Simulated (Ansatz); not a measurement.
Ansatz (an electronic-structure program) input (B3LYP/6-31G*):

Ansatz 0.2 input:
```yaml
crystal:
  periodic: [false, false, false]
  atoms:
    - {symbol: C, position_ang: [-1.93498250, -0.08324118, 0.12770006]}
    - {symbol: N, position_ang: [-0.71474893, -0.67316227, -0.32438757]}
    - {symbol: B, position_ang: [0.46387959, -0.05789368, -0.07564023]}
    - {symbol: F, position_ang: [0.67519071, 1.14831065, 0.60279740]}
    - {symbol: F, position_ang: [1.69176547, -0.56557255, -0.48085627]}
    - {symbol: H, position_ang: [-2.51245689, -0.75131789, 0.81071485]}
    - {symbol: H, position_ang: [-2.65010551, 0.12473491, -0.70395937]}
    - {symbol: H, position_ang: [-1.84630377, 0.88299155, 0.67848806]}
basis:
  gaussian:
    orbitals: 6-31G*
hamiltonian:
  xc: {name: B3LYP}
total_charge: -1
phonons: {temperatures: {t_min: 298.15, t_max: 298.15, t_step: 100}}
```

Output:

```
Functional definition: B3LYP
integrals: 0.03 GiB planned
863 factors; integrals over basis functions are off by at most 4.7e-4 eV
mean field: 0.27 GiB planned
mean field evaluation 1: about -8685.0036 eV, gradient 4.6e1 eV
mean field evaluation 2: about -8672.0318 eV, gradient 8.7e1 eV
mean field evaluation 4: about -8689.6337 eV, gradient 3.8e0 eV
mean field evaluation 8: about -8689.6733 eV, gradient 5.7e-2 eV
mean field evaluation 16: about -8689.6733 eV, gradient 5.8e-5 eV
mean field -8689.67333875 eV, -319.3396051271 hartree, gradient 5.8e-5 eV, S^2 0.000000; 0 other end points of the search recorded, 0 dependent functions left out
the calculation of the forces begins
reference -8689.67352891 eV, -319.3396121151 hartree; 20, 20 occupied and 61, 61 virtual orbitals, 863 factors
these checks for a lower state are left out or cut short: stability, starts, cluster_reference, orbital_swaps, neighbouring_geometries, increment
integrals: 0.03 GiB planned
863 factors; integrals over basis functions are off by at most 4.7e-4 eV
mean field: 0.27 GiB planned
mean field -8689.67319050 eV, -319.3395996788 hartree, gradient 1.1e-6 eV, S^2 0.000000; 0 other end points of the search recorded, 0 dependent functions left out
the calculation of the forces begins
reference -8689.67338059 eV, -319.3396066646 hartree; 20, 20 occupied and 61, 61 virtual orbitals, 863 factors
these checks for a lower state are left out or cut short: stability, starts, cluster_reference, orbital_swaps, neighbouring_geometries, increment
integrals: 0.03 GiB planned
863 factors; integrals over basis functions are off by at most 4.7e-4 eV
mean field: 0.27 GiB planned
mean field -8689.67319005 eV, -319.3395996621 hartree, gradient 7.5e-7 eV, S^2 0.000000; 0 other end points of the search recorded, 0 dependent functions left out
the calculation of the forces begins
reference -8689.67338026 eV, -319.3396066524 hartree; 20, 20 occupied and 61, 61 virtual orbitals, 863 factors
these checks for a lower state are left out or cut short: stability, starts, cluster_reference, orbital_swaps, neighbouring_geometries, increment
integrals: 0.03 GiB planned
863 factors; integrals over basis functions are off by at most 4.7e-4 eV
mean field: 0.27 GiB planned
mean field evaluation 32: about -8689.6731 eV, gradient 1.4e-1 eV
mean field -8689.67318734 eV, -319.3395995628 hartree, gradient 8.6e-7 eV, S^2 0.000000; 0 other end points of the search recorded, 0 dependent functions left out
the calculation of the forces begins
reference -8689.67337761 eV, -319.3396065552 hartree; 20, 20 occupied and 61, 61 virtual orbitals, 863 factors
these checks for a lower state are left out or cut short: stability, starts, cluster_reference, orbital_swaps, neighbouring_geometries, increment
integrals: 0.03 GiB planned
863 factors; integrals over basis functions are off by at most 4.7e-4 eV
mean field: 0.27 GiB planned
mean field -8689.67319140 eV, -319.3395997119 hartree, gradient 2.8e-6 eV, S^2 0.000000; 0 other end points of the search recorded, 0 dependent functions left out
the calculation of the forces begins
reference -8689.67338143 eV, -319.3396066954 hartree; 20, 20 occupied and 61, 61 virtual orbitals, 863 factors
these checks for a lower state are left out or cut short: stability, starts, cluster_reference, orbital_swaps, neighbouring_geometries, increment
integrals: 0.03 GiB planned
863 factors; integrals over basis functions are off by at most 4.7e-4 eV
mean field: 0.27 GiB planned
mean field -8689.67325345 eV, -319.3396019923 hartree, gradient 1.3e-6 eV, S^2 0.000000; 0 other end points of the search recorded, 0 dependent functions left out
the calculation of the forces begins
reference -8689.67344358 eV, -319.3396089794 hartree; 20, 20 occupied and 61, 61 virtual orbitals, 863 factors
these checks for a lower state are left out or cut short: stability, starts, cluster_reference, orbital_swaps, neighbouring_geometries, increment
integrals: 0.03 GiB planned
863 factors; integrals over basis functions are off by at most 4.7e-4 eV
mean field: 0.27 GiB planned
mean field -8689.67325980 eV, -319.3396022254 hartree, gradient 1.5e-6 eV, S^2 0.000000; 0 other end points of the search recorded, 0 dependent functions left out
the calculation of the forces begins
reference -8689.67344997 eV, -319.3396092143 hartree; 20, 20 occupied and 61, 61 virtual orbitals, 863 factors
these checks for a lower state are left out or cut short: stability, starts, cluster_reference, orbital_swaps, neighbouring_geometries, increment
integrals: 0.03 GiB planned
863 factors; integrals over basis functions are off by at most 4.7e-4 eV
mean field: 0.27 GiB planned
mean field -8689.67322500 eV, -319.3396009466 hartree, gradient 1.7e-6 eV, S^2 0.000000; 0 other end points of the search recorded, 0 dependent functions left out
[...]
mean field -8689.67330176 eV, -319.3396037677 hartree, gradient 1.5e-6 eV, S^2 0.000000; 0 other end points of the search recorded, 0 dependent functions left out
the calculation of the forces begins
reference -8689.67349190 eV, -319.3396107551 hartree; 20, 20 occupied and 61, 61 virtual orbitals, 863 factors
these checks for a lower state are left out or cut short: stability, starts, cluster_reference, orbital_swaps, neighbouring_geometries, increment
integrals: 0.03 GiB planned
863 factors; integrals over basis functions are off by at most 4.7e-4 eV
mean field: 0.27 GiB planned
mean field -8689.67329582 eV, -319.3396035493 hartree, gradient 1.9e-6 eV, S^2 0.000000; 0 other end points of the search recorded, 0 dependent functions left out
the calculation of the forces begins
reference -8689.67348593 eV, -319.3396105357 hartree; 20, 20 occupied and 61, 61 virtual orbitals, 863 factors
these checks for a lower state are left out or cut short: stability, starts, cluster_reference, orbital_swaps, neighbouring_geometries, increment
integrals: 0.03 GiB planned
863 factors; integrals over basis functions are off by at most 4.7e-4 eV
mean field: 0.27 GiB planned
mean field -8689.67329420 eV, -319.3396034896 hartree, gradient 2.0e-6 eV, S^2 0.000000; 0 other end points of the search recorded, 0 dependent functions left out
the calculation of the forces begins
reference -8689.67348439 eV, -319.3396104791 hartree; 20, 20 occupied and 61, 61 virtual orbitals, 863 factors
these checks for a lower state are left out or cut short: stability, starts, cluster_reference, orbital_swaps, neighbouring_geometries, increment
integrals: 0.03 GiB planned
863 factors; integrals over basis functions are off by at most 4.7e-4 eV
mean field: 0.27 GiB planned
mean field -8689.67330506 eV, -319.3396038890 hartree, gradient 1.5e-6 eV, S^2 0.000000; 0 other end points of the search recorded, 0 dependent functions left out
the calculation of the forces begins
reference -8689.67349515 eV, -319.3396108746 hartree; 20, 20 occupied and 61, 61 virtual orbitals, 863 factors
these checks for a lower state are left out or cut short: stability, starts, cluster_reference, orbital_swaps, neighbouring_geometries, increment
integrals: 0.03 GiB planned
863 factors; integrals over basis functions are off by at most 4.7e-4 eV
mean field: 0.27 GiB planned
mean field -8689.67330541 eV, -319.3396039017 hartree, gradient 9.4e-7 eV, S^2 0.000000; 0 other end points of the search recorded, 0 dependent functions left out
the calculation of the forces begins
reference -8689.67349563 eV, -319.3396108921 hartree; 20, 20 occupied and 61, 61 virtual orbitals, 863 factors
these checks for a lower state are left out or cut short: stability, starts, cluster_reference, orbital_swaps, neighbouring_geometries, increment
integrals: 0.03 GiB planned
863 factors; integrals over basis functions are off by at most 4.7e-4 eV
mean field: 0.27 GiB planned
mean field evaluation 160: about -8689.6733 eV, gradient 6.1e-2 eV
mean field -8689.67329560 eV, -319.3396035411 hartree, gradient 2.1e-6 eV, S^2 0.000000; 0 other end points of the search recorded, 0 dependent functions left out
the calculation of the forces begins
reference -8689.67348574 eV, -319.3396105288 hartree; 20, 20 occupied and 61, 61 virtual orbitals, 863 factors
these checks for a lower state are left out or cut short: stability, starts, cluster_reference, orbital_swaps, neighbouring_geometries, increment
integrals: 0.03 GiB planned
863 factors; integrals over basis functions are off by at most 4.7e-4 eV
mean field: 0.27 GiB planned
mean field -8689.67329416 eV, -319.3396034883 hartree, gradient 1.5e-6 eV, S^2 0.000000; 0 other end points of the search recorded, 0 dependent functions left out
the calculation of the forces begins
reference -8689.67348432 eV, -319.3396104766 hartree; 20, 20 occupied and 61, 61 virtual orbitals, 863 factors
these checks for a lower state are left out or cut short: stability, starts, cluster_reference, orbital_swaps, neighbouring_geometries, increment
integrals: 0.03 GiB planned
863 factors; integrals over basis functions are off by at most 4.7e-4 eV
mean field: 0.27 GiB planned
mean field -8689.67329693 eV, -319.3396035901 hartree, gradient 1.9e-6 eV, S^2 0.000000; 0 other end points of the search recorded, 0 dependent functions left out
the calculation of the forces begins
reference -8689.67348712 eV, -319.3396105793 hartree; 20, 20 occupied and 61, 61 virtual orbitals, 863 factors
these checks for a lower state are left out or cut short: stability, starts, cluster_reference, orbital_swaps, neighbouring_geometries, increment
integrals: 0.03 GiB planned
863 factors; integrals over basis functions are off by at most 4.7e-4 eV
mean field: 0.27 GiB planned
mean field -8689.67329823 eV, -319.3396036378 hartree, gradient 1.6e-6 eV, S^2 0.000000; 0 other end points of the search recorded, 0 dependent functions left out
the calculation of the forces begins
reference -8689.67348835 eV, -319.3396106246 hartree; 20, 20 occupied and 61, 61 virtual orbitals, 863 factors
these checks for a lower state are left out or cut short: stability, starts, cluster_reference, orbital_swaps, neighbouring_geometries, increment
integrals: 0.03 GiB planned
863 factors; integrals over basis functions are off by at most 4.7e-4 eV
mean field: 0.27 GiB planned
mean field -8689.67325332 eV, -319.3396019874 hartree, gradient 1.6e-6 eV, S^2 0.000000; 0 other end points of the search recorded, 0 dependent functions left out
the calculation of the forces begins
reference -8689.67344348 eV, -319.3396089759 hartree; 20, 20 occupied and 61, 61 virtual orbitals, 863 factors
these checks for a lower state are left out or cut short: stability, starts, cluster_reference, orbital_swaps, neighbouring_geometries, increment
integrals: 0.03 GiB planned
863 factors; integrals over basis functions are off by at most 4.6e-4 eV
mean field: 0.27 GiB planned
mean field evaluation 192: about -8689.6733 eV, gradient 2.9e-5 eV
mean field -8689.67325243 eV, -319.3396019548 hartree, gradient 1.5e-6 eV, S^2 0.000000; 0 other end points of the search recorded, 0 dependent functions left out
the calculation of the forces begins
reference -8689.67344257 eV, -319.3396089423 hartree; 20, 20 occupied and 61, 61 virtual orbitals, 863 factors
these checks for a lower state are left out or cut short: stability, starts, cluster_reference, orbital_swaps, neighbouring_geometries, increment
integrals: 0.03 GiB planned
863 factors; integrals over basis functions are off by at most 4.7e-4 eV
mean field: 0.27 GiB planned
mean field -8689.67332210 eV, -319.3396045149 hartree, gradient 9.2e-7 eV, S^2 0.000000; 0 other end points of the search recorded, 0 dependent functions left out
the calculation of the forces begins
reference -8689.67351224 eV, -319.3396115025 hartree; 20, 20 occupied and 61, 61 virtual orbitals, 863 factors
these checks for a lower state are left out or cut short: stability, starts, cluster_reference, orbital_swaps, neighbouring_geometries, increment
integrals: 0.03 GiB planned
863 factors; integrals over basis functions are off by at most 4.7e-4 eV
mean field: 0.27 GiB planned
mean field -8689.67332172 eV, -319.3396045012 hartree, gradient 1.2e-6 eV, S^2 0.000000; 0 other end points of the search recorded, 0 dependent functions left out
the calculation of the forces begins
reference -8689.67351189 eV, -319.3396114895 hartree; 20, 20 occupied and 61, 61 virtual orbitals, 863 factors
Total energy: -8689.67352891 eV, -319.3396121151 hartree
Atom 0 at    -1.934983    -0.083241     0.127700 Å, force    -0.001385     0.000215     0.000250 eV/Å
Atom 1 at    -0.714749    -0.673162    -0.324388 Å, force     0.001369    -0.001035    -0.000723 eV/Å
Atom 2 at     0.463880    -0.057894    -0.075640 Å, force    -0.000885     0.000599     0.000427 eV/Å
Atom 3 at     0.675191     1.148311     0.602797 Å, force     0.000433     0.000410     0.000198 eV/Å
Atom 4 at     1.691765    -0.565573    -0.480856 Å, force     0.000414    -0.000408    -0.000274 eV/Å
Atom 5 at    -2.512457    -0.751318     0.810715 Å, force    -0.000060     0.000309    -0.000283 eV/Å
Atom 6 at    -2.650106     0.124735    -0.703959 Å, force     0.000003    -0.000094     0.000413 eV/Å
Atom 7 at    -1.846304     0.882992     0.678488 Å, force     0.000112     0.000003    -0.000008 eV/Å
Dipole moment:     0.059758     0.305247     0.171117 e Å
Vibrations: 153.82 202.42 217.75 453.43 525.64 642.75 765.36 1099.39 1149.73 1162.44 1193.54 1476.00 1523.81 1525.76 1616.55 2807.97 2830.07 2835.34 cm⁻¹, zero-point energy 1.375096 eV
```

The blocks after the first are displaced geometries, from whose forces the wavenumbers follow.

The dipole moment of an ion depends on the origin.
